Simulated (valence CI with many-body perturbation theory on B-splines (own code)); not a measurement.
**Energy levels of Gd48+**

Calculated by configuration interaction combined with many-body perturbation theory (CI+MBPT): six valence electrons over a frozen Dirac-Fock core [Ne], radial functions for each j: 9 s, 9 p, 8 d, 6 f, 3 g, 1 h, with the one-electron correlation potential Σ1 (screened to all orders), the two-electron term Σ2, the three-electron term Σ3, Breit, model QED; selected single and double excitations, second order for the rest, scaled by the run's own slope (own B-spline code, finite nucleus).

The last digits are not significant, and no measured levels were compared; by estimate large intervals hold to a few tenths of a per cent, small ones and those within an open d or f shell to about a per cent. Among the levels kept, up to 1100 cm⁻¹ of a level comes from second order outside the variational space, and about a tenth of that is noise between levels of different J, which matters for small intervals.

Levels 1 to 42 of 42, with energies above the lowest level, (3s^2 3p1/2^2 3p3/2^2) J=2. "Leading %" is the weight of the configuration and term that name the level; weights of strongly mixed levels are sums over their largest components and can fall short, so below about 35 % the name and the second component can differ from the true leading terms, or belong to a minority configuration. In the jj column 3d3/2^4 stands for four electrons in 3d with j = 3/2.

```csv
No.,Configuration,Term,J,E (× 10³ cm⁻¹),Leading %,g,Second component,Leading jj
1,3s2.3p4,3P,2,0.00,69,1.340,30 % 3s2.3p4 1D,3s^2 3p1/2^2 3p3/2^2 (99 %)
2,3s2.3p4,1S,0,130.85,62,,37 % 3s2.3p4 3P,3s^2 3p1/2^2 3p3/2^2 (98 %)
3,3s2.3p4,3P,1,1388.1,99,1.493,,3s^2 3p1/2 3p3/2^3 (99 %)
4,3s2.3p4,1D,2,1454.8,69,1.141,30 % 3s2.3p4 3P,3s^2 3p1/2 3p3/2^3 (98 %)
5,3s2.3p3.3d,3D°,2,1566.8,30,1.046,20 % 3s2.3p3.3d 3F°,3s^2 3p1/2^2 3p3/2 3d3/2 (98 %)
6,3s2.3p3.3d,3D°,1,1617.3,29,1.136,27 % 3s2.3p3.3d 3P°,3s^2 3p1/2^2 3p3/2 3d3/2 (97 %)
7,3s2.3p3.3d,3P°,0,1622.8,58,,30 % 3s2.3p3.3d 5D°,3s^2 3p1/2^2 3p3/2 3d3/2 (98 %)
8,3s2.3p3.3d,3F°,3,1624.6,28,1.114,20 % 3s2.3p3.3d 3D°,3s^2 3p1/2^2 3p3/2 3d3/2 (95 %)
9,3s2.3p3.3d,3F°,4,1922.2,48,1.263,29 % 3s2.3p3.3d 5D°,3s^2 3p1/2^2 3p3/2 3d5/2 (98 %)
10,3s2.3p3.3d,3P°,2,1946.3,33,1.262,28 % 3s2.3p3.3d 3D°,3s^2 3p1/2^2 3p3/2 3d5/2 (93 %)
11,3s2.3p3.3d,3D°,3,2090.3,37,1.182,18 % 3s2.3p3.3d 1F°,3s^2 3p1/2^2 3p3/2 3d5/2 (92 %)
12,3s2.3p3.3d,3D°,1,2159.5,36,1.043,30 % 3s2.3p3.3d 3P°,3s^2 3p1/2^2 3p3/2 3d5/2 (95 %)
13,3s.3p5,3P°,2,2583.1,81,1.464,6 % 3s2.3p3.3d 3P°,3s 3p1/2^2 3p3/2^3 (81 %)
14,3s.3p5,1P°,1,2723.9,36,1.181,29 % 3s.3p5 3P°,3s 3p1/2^2 3p3/2^3 (64 %)
15,3s2.3p4,3P,0,2892.7,61,,36 % 3s2.3p4 1S,3s^2 3p3/2^4 (97 %)
16,3s2.3p3.3d,3F°,2,2894.3,44,1.025,28 % 3s2.3p3.3d 5D°,3s^2 3p1/2 3p3/2^2 3d3/2 (97 %)
17,3s2.3p3.3d,5D°,0,2901.0,50,,28 % 3s2.3p3.3d 1S°,3s^2 3p1/2 3p3/2^2 3d3/2 (96 %)
18,3s2.3p3.3d,3D°,1,2906.5,48,0.962,33 % 3s2.3p3.3d 5D°,3s^2 3p1/2 3p3/2^2 3d3/2 (90 %)
19,3s2.3p3.3d,3F°,3,2947.3,33,1.087,30 % 3s2.3p3.3d 3G°,3s^2 3p1/2 3p3/2^2 3d3/2 (95 %)
20,3s2.3p3.3d,3G°,4,3009.2,50,1.052,35 % 3s2.3p3.3d 1G°,3s^2 3p1/2 3p3/2^2 3d3/2 (98 %)
21,3s2.3p3.3d,3F°,2,3091.6,61,0.837,24 % 3s2.3p3.3d 1D°,3s^2 3p1/2 3p3/2^2 3d3/2 (94 %)
22,3s2.3p3.3d,3D°,3,3186.8,53,1.276,21 % 3s2.3p3.3d 5D°,3s^2 3p1/2 3p3/2^2 3d3/2 (72 %)
23,3s2.3p2.3d2,3F,2,3196.0,38,0.739,26 % 3s2.3p2.3d2 5G,3s^2 3p1/2^2 3d3/2^2 (97 %)
24,3s2.3p3.3d,5D°,4,3226.5,51,1.289,21 % 3s2.3p3.3d 3G°,3s^2 3p1/2 3p3/2^2 3d5/2 (98 %)
25,3s2.3p3.3d,3D°,3,3227.7,47,1.218,30 % 3s2.3p3.3d 3F°,3s^2 3p1/2 3p3/2^2 3d5/2 (77 %)
26,3s2.3p3.3d,3P°,2,3230.4,33,1.260,23 % 3s2.3p3.3d 3D°,3s^2 3p1/2 3p3/2^2 3d3/2 (86 %)
27,3s2.3p3.3d,3S°,1,3253.2,40,1.442,14 % 3s2.3p3.3d 3P°,3s^2 3p1/2 3p3/2^2 3d3/2 (74 %)
28,3s2.3p3.3d,3F°,4,3309.2,71,1.177,26 % 3s2.3p3.3d 1G°,3s^2 3p1/2 3p3/2^2 3d5/2 (98 %)
29,3s2.3p3.3d,3P°,1,3315.5,39,1.075,31 % 3s2.3p3.3d 3D°,3s^2 3p1/2 3p3/2^2 3d5/2 (81 %)
30,3s2.3p3.3d,1S°,0,3326.5,47,,46 % 3s2.3p3.3d 3P°,3s^2 3p1/2 3p3/2^2 3d5/2 (92 %)
31,3s2.3p3.3d,3G°,5,3332.6,99,1.191,,3s^2 3p1/2 3p3/2^2 3d5/2 (99 %)
32,3s2.3p2.3d2,3P,0,3346.9,56,,31 % 3s2.3p2.3d2 5D,3s^2 3p1/2^2 3d3/2^2 (94 %)
33,3s2.3p3.3d,1P°,1,3353.7,38,0.894,37 % 3s2.3p3.3d 3D°,3s^2 3p1/2 3p3/2^2 3d3/2 (81 %)
34,3s2.3p3.3d,3D°,2,3452.4,49,1.266,34 % 3s2.3p3.3d 3P°,3s^2 3p1/2 3p3/2^2 3d5/2 (98 %)
35,3s2.3p3.3d,3F°,3,3500.7,35,1.121,34 % 3s2.3p3.3d 1F°,3s^2 3p1/2 3p3/2^2 3d5/2 (98 %)
36,3s2.3p3.3d,3D°,2,3522.6,44,1.088,15 % 3s2.3p3.3d 3F°,3s^2 3p1/2 3p3/2^2 3d5/2 (92 %)
37,3s2.3p3.3d,1P°,1,3554.2,31,1.235,28 % 3s2.3p3.3d 3S°,3s^2 3p1/2 3p3/2^2 3d5/2 (88 %)
38,3s2.3p2.3d2,3F,3,3564.4,29,1.086,25 % 3s2.3p2.3d2 5G,3s^2 3p1/2^2 3d3/2 3d5/2 (93 %)
39,3s2.3p3.3d,1F°,3,3577.7,47,1.071,18 % 3s2.3p3.3d 3D°,3s^2 3p1/2 3p3/2^2 3d5/2 (90 %)
40,3s2.3p3.3d,3P°,2,3619.7,40,1.223,37 % 3s2.3p3.3d 1D°,3s^2 3p1/2 3p3/2^2 3d5/2 (91 %)
41,3s2.3p2.3d2,3P,2,3637.7,22,1.206,16 % 3s2.3p2.3d2 3F,3s^2 3p1/2^2 3d3/2 3d5/2 (91 %)
42,3s2.3p2.3d2,5D,1,3660.2,34,1.552,26 % 3s2.3p2.3d2 3P,3s^2 3p1/2^2 3d3/2 3d5/2 (90 %)
```

The ionisation energy to 3s2.3p3 2P°_3/2 of the next ion comes out as 4193.3 eV (NIST: 4191 ± 4 eV (theoretical)). All 42 levels together are meant to be complete up to 3663.4 × 10³ cm⁻¹.
